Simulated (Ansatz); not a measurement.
System: sum formula H$_{2}$SiO$_{2}$Cl, charge 0, multiplicity 2. It need not be the lowest isomer of its formula. SMILES: O[Si](O)Cl
Geometry from a B3LYP-D3(BJ)/def2-TZVP (Ansatz, a program for electronic structure) optimisation:
```
Si
O 1 1.6374
H 2 0.9634 1 117.09
O 1 1.6481 2 106.19 3 17.38
H 4 0.9618 1 118.52 2 174.58
Cl 1 2.0819 2 108.54 3 137.18
```
Charge 0, spin multiplicity 2.

Atomisation energy built up term by term with Ansatz (kcal/mol; UHF references for open shells; valence terms freeze the core; atomic spin-orbit terms are left out). Basis-set limits of correlation are two-point, X^-3; Hartree-Fock from the larger set.

```csv
term,basis,kcal/mol
Hartree-Fock,cc-pV(Q+d)Z,366.40
CCSD correlation,"CBS(cc-pV(T+d)Z,cc-pV(Q+d)Z)",150.97
(T),"CBS(cc-pV(T+d)Z,cc-pV(Q+d)Z)",11.97
core correlation,cc-pwCVTZ,0.69
scalar relativity (X2C),cc-pVTZ-DK against cc-pVTZ,-1.45
sum: De,,528.6
```

(T) makes 2.3 % of the CCSD(T) atomisation energy; under 5 % is typical of single-reference molecules.
